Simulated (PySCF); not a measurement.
**Solvent effects on NMR parameters**

Numbering as in the mapped SMILES `[NH:1]=[C:2]([C:3]([F:4])([F:5])[F:6])[C:7]([F:8])([F:9])[F:10]` (H(Xn): hydrogen on atom n).

GIAO PBE0/pcSseg-1 in PySCF 2.14.0 with density-fitted response routines on one PBE0-D3(BJ)/def2-SVP conformer, non-relativistic, equivalent nuclei averaged. Solvents enter as an IEF-PCM continuum (acetonitrile with ε = 35.7, dimethylsulfoxide with ε = 46.8) around the gas-phase geometry. Shifts are referred to TMS, CFCl3 computed in the same medium.

Gas phase, δ in ppm: C2 164.3, C3 123.4, C7 121.0, F4/F5/F6 -82.9, F8/F9/F10 -86.2, H(N1) 11.96. Dipole moment 1.67 D.

(1) How does each δ change in the continuum?

(2) Which nuclei move most (in ppm), and what does the model miss?

Results:

(1) 
```tsv
atoms	environment	Δδ, acetonitrile	Δδ, dimethylsulfoxide
C2	C=N carbon	+0.2	+0.2
C3	CF3 carbon	+1.2	+1.2
C7	CF3 carbon	+1.4	+1.4
F4/F5/F6	fluorine of a CF3 group	+0.6	+0.6
F8/F9/F10	fluorine of a CF3 group	+2.9	+2.9
H(N1)	hydrogen on an imine nitrogen	+0.33	+0.33
```

Changes are relative to the gas phase. The dipole moment becomes 2.06 D in acetonitrile, 2.06 D in dimethylsulfoxide.

(2) F8/F9/F10 (fluorine of a CF3 group, +2.9 ppm) in dimethylsulfoxide. A continuum only polarises the solute; specific hydrogen bonds, the anisotropy of aromatic solvents and changes of geometry or conformer are outside it.
